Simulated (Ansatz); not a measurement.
C2H7BSi (`CB1C[SiH2]1`), relaxed with RKS PBE0-D4/def2-TZVP in Ansatz from a PBE-D4/def2-SVP geometry. The force threshold is 0.005 eV/Å; the program also tests the step.

Charge 0, multiplicity 1.

Start:

```xyz
11

C    -0.647    0.665   -1.568
B     0.029    0.365   -0.196
C    -0.407    0.119    1.229
Si    1.249   -0.903    0.647
H    -0.372   -0.051   -2.368
H    -1.751    0.761   -1.508
H    -0.255    1.653   -1.906
H    -1.447   -0.126    1.523
H     0.161    0.536    2.085
H     2.237   -0.645    1.747
H     1.205   -2.372    0.315
```

| step | energy (eV) | largest force (eV/Å) | largest move (Å) |
| --- | --- | --- | --- |
| 1 | -10734.8683 | 0.482 | 0.000 |
| 2 | -10734.9063 | 0.218 | 0.029 |
| 3 | -10734.9125 | 0.072 | 0.018 |
| 4 (rejected) | -10734.9101 | 0.125 | 0.049 |
| 5 | -10734.9138 | 0.033 | 0.024 |
| 6 (rejected) | -10734.9128 | 0.084 | 0.055 |
| 7 | -10734.9142 | 0.012 | 0.028 |
| 8 | -10734.9142 | 0.010 | 0.011 |
| 9 | -10734.9143 | 0.012 | 0.012 |
| 10 | -10734.9144 | 0.016 | 0.021 |
| 11 | -10734.9144 | 0.024 | 0.020 |
| 12 | -10734.9144 | 0.019 | 0.005 |
| 13 | -10734.9145 | 0.010 | 0.006 |
| 14 | -10734.9145 | 0.006 | 0.011 |
| 15 | -10734.9145 | 0.005 | 0.016 |
| 16 | -10734.9145 | 0.003 | 0.004 |

End:

```xyz
11

C    -0.647    0.687   -1.547
B     0.029    0.359   -0.193
C    -0.416    0.067    1.214
Si    1.232   -0.885    0.667
H    -0.500   -0.108   -2.284
H    -1.712    0.917   -1.466
H    -0.145    1.567   -1.970
H    -1.438   -0.198    1.481
H     0.111    0.508    2.065
H     2.229   -0.585    1.720
H     1.257   -2.330    0.313
```

It took 58 s on 2 threads of an Arm Neoverse V2 on a shared host, with 0.38 GiB of host memory at the peak.
